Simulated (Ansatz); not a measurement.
**A geometry optimisation of FGeH3NO+ with r2SCAN-D4/def2-SVP**

The starting geometry of this gas-phase singlet was optimised with GFN2-xTB; its bonds are those of `[NH3+][Ge](=[O])[F]`.

```xyz
7

F    -0.6874   -0.8129   -1.0728
Ge   -0.5906   -2.1043    0.0198
N    -2.3432   -2.9481   -0.6183
O     0.3925   -2.5899    1.1346
H    -3.1442   -2.3592   -0.3400
H    -2.4843   -3.8933   -0.2338
H    -2.3548   -2.9991   -1.6491
```

Q: Predict what becomes of its bonds when it is optimised with r2SCAN-D4/def2-SVP.

A: It keeps its bonds, and is `[NH3+][Ge](=[O])[F]`.

The energy falls by 0.13 eV over 17 steps:

```json
{"step": "1", "E − E(last) (eV)": "0.126"}
{"step": "3", "E − E(last) (eV)": "0.010"}
{"step": "5", "E − E(last) (eV)": "0.001"}
{"step": "6", "E − E(last) (eV)": "0.000"}
{"step": "8", "E − E(last) (eV)": "0.000"}
{"step": "10", "E − E(last) (eV)": "0.000"}
{"step": "12", "E − E(last) (eV)": "0.000"}
{"step": "13", "E − E(last) (eV)": "0.000"}
{"step": "15", "E − E(last) (eV)": "0.000"}
{"step": "17", "E − E(last) (eV)": "0.000"}
```

Final geometry (Å):

```xyz
7

F    -0.7544   -0.6925   -1.0482
Ge   -0.5997   -2.0443   -0.0348
N    -2.3016   -2.9233   -0.6085
O     0.3092   -2.7772    1.0793
H    -3.1246   -2.3281   -0.4259
H    -2.4329   -3.8119   -0.1017
H    -2.3081   -3.1296   -1.6196
```

Frequencies at the end are all real (lowest 41 cm⁻¹). Run with Ansatz 0.2.0, 30 s on 2 threads of Intel(R) Xeon(R) Platinum 8259CL CPU @ 2.50GHz (Skylake/Cascade Lake) (shared host).
